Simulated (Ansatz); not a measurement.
Geometry optimisation, Ansatz, RKS PBE0-D4/6-31G.

input.yaml

```yaml
crystal:
  periodic: [false, false, false]
  atoms:
    - { symbol: "N", position_ang: [-0.58229, 1.28438, 0.01334] }
    - { symbol: Si, position_ang: [0.31545, -0.13673, -0.28722] }
    - { symbol: S, position_ang: [2.3299, 0.59557, -0.49812] }
    - { symbol: Cl, position_ang: [0.09733, -1.36536, 1.29454] }
    - { symbol: H, position_ang: [-0.67377, 2.00579, -0.68192] }
    - { symbol: H, position_ang: [-0.64495, 1.65817, 0.94492] }
    - { symbol: H, position_ang: [-0.00269, -0.89914, -1.48796] }
    - { symbol: H, position_ang: [2.93354, -0.5566, -0.25696] }
basis:
  gaussian: { orbitals: "6-31G" }
hamiltonian:
  xc: pbe0
  dispersion: d4
relax:
  f_tol: 0.015
  max_steps: 40
```

Launched with:

```bash
$ ansatz run input.yaml --threads 1 --pin off --max-ram 2048MiB --backend cpu --events-out ev --progress --plain --runs-dir out
```

Where does it end, and by what steps?

It converged. Limits of this set-up: no polarisation functions. After 14 steps the energy has fallen by 0.625 eV; H5 moved furthest, 0.92 Å.

```json
{"step": "0", "energy less start (eV)": "0.0000", "largest force component (eV/Å)": "2.484", "accepted": "yes"}
{"step": "1", "energy less start (eV)": "-0.4463", "largest force component (eV/Å)": "0.598", "accepted": "yes"}
{"step": "2", "energy less start (eV)": "-0.4975", "largest force component (eV/Å)": "0.761", "accepted": "yes"}
{"step": "3", "energy less start (eV)": "-0.5134", "largest force component (eV/Å)": "0.446", "accepted": "yes"}
{"step": "4", "energy less start (eV)": "-0.5316", "largest force component (eV/Å)": "0.476", "accepted": "yes"}
{"step": "5", "energy less start (eV)": "-0.5581", "largest force component (eV/Å)": "0.277", "accepted": "yes"}
{"step": "6", "energy less start (eV)": "-0.5933", "largest force component (eV/Å)": "0.143", "accepted": "yes"}
{"step": "7", "energy less start (eV)": "-0.6069", "largest force component (eV/Å)": "0.189", "accepted": "yes"}
{"step": "8", "energy less start (eV)": "-0.5772", "largest force component (eV/Å)": "1.254", "accepted": "no"}
{"step": "9", "energy less start (eV)": "-0.6178", "largest force component (eV/Å)": "0.088", "accepted": "yes"}
{"step": "10", "energy less start (eV)": "-0.6236", "largest force component (eV/Å)": "0.070", "accepted": "yes"}
{"step": "11", "energy less start (eV)": "-0.6247", "largest force component (eV/Å)": "0.073", "accepted": "yes"}
{"step": "12", "energy less start (eV)": "-0.6248", "largest force component (eV/Å)": "0.055", "accepted": "yes"}
{"step": "13", "energy less start (eV)": "-0.6251", "largest force component (eV/Å)": "0.015", "accepted": "yes"}
{"step": "14", "energy less start (eV)": "-0.6252", "largest force component (eV/Å)": "0.004", "accepted": "yes"}
```

```xyz
8
Properties=species:S:1:pos:R:3
N -0.509 1.403 -0.030
Si 0.363 -0.052 -0.370
S 2.503 0.529 -0.380
Cl 0.154 -1.652 1.127
H -1.433 1.575 -0.395
H -0.181 2.086 0.635
H -0.162 -0.655 -1.629
H 3.038 -0.648 0.083
```

Whether the end is a true minimum wasn't checked by a vibrational analysis.

Run time: 51 s on 1 thread of Arm Neoverse V1, on a shared host, peak memory 0.23 GiB.
